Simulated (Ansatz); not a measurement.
CH$_{5}$BSiTe (`[TeH][SiH]1BC1`), 9 atoms. The species carries charge 0 and has multiplicity 1. Correlated methods include outer-core shells of Te, which these sets cover unevenly. Te takes the def2 core potential. All runs use 4 threads of an Intel Xeon Platinum 8488C on a shared host. Correlated methods freeze the cores.

**Question.** Give the basis size and wall time and peak host memory of each of these runs in Ansatz. RKS revPBE-D4/def2-TZVPP energy; RKS SPW92 (LDA)/def2-TZVPP energy; RKS PBE-QIDH (frozen core)/def2-TZVPP energy; RKS HSE06 (plane-wave form)-D4/def2-TZVPP energy; RHF-CCSD(T)/def2-TZVPP energy; RKS ωB97M-V/def2-QZVPP energy; RKS PBE0-D4/def2-QZVPP energy; RHF-CCSD(T)/def2-SVP energy; direct RPA on PBE orbitals/def2-TZVPP energy; RKS PBE0-D4/def2-SVP energy; RHF-MP2/def2-QZVPP energy; RKS PBE0-D4/def2-TZVP frequencies. (Best estimate.)

**Answer.** The calculation gave: Other jobs shared the machine, so times are rough.

```csv
level,job,functions,wall time,peak host memory (GiB)
RKS PBE0-D4/def2-SVP,energy,97,1.1 s,0.21
RKS SPW92 (LDA)/def2-TZVPP,energy,224,1.2 s,0.28
RKS revPBE-D4/def2-TZVPP,energy,224,2 s,0.29
RKS HSE06 (plane-wave form)-D4/def2-TZVPP,energy,224,2.7 s,0.58
RHF-CCSD(T)/def2-SVP,energy,97,4.1 s,0.43
direct RPA on PBE orbitals/def2-TZVPP,energy,224,4.5 s,0.58
RKS PBE-QIDH (frozen core)/def2-TZVPP,energy,224,4.6 s,0.59
RKS PBE0-D4/def2-QZVPP,energy,416,6.5 s,1.4
RKS ωB97M-V/def2-QZVPP,energy,416,15 s,1.7
RHF-MP2/def2-QZVPP,energy,416,15 s,2.1
RHF-CCSD(T)/def2-TZVPP,energy,224,68 s,3.9
RKS PBE0-D4/def2-TZVP,frequencies,179,100 s,0.48
```
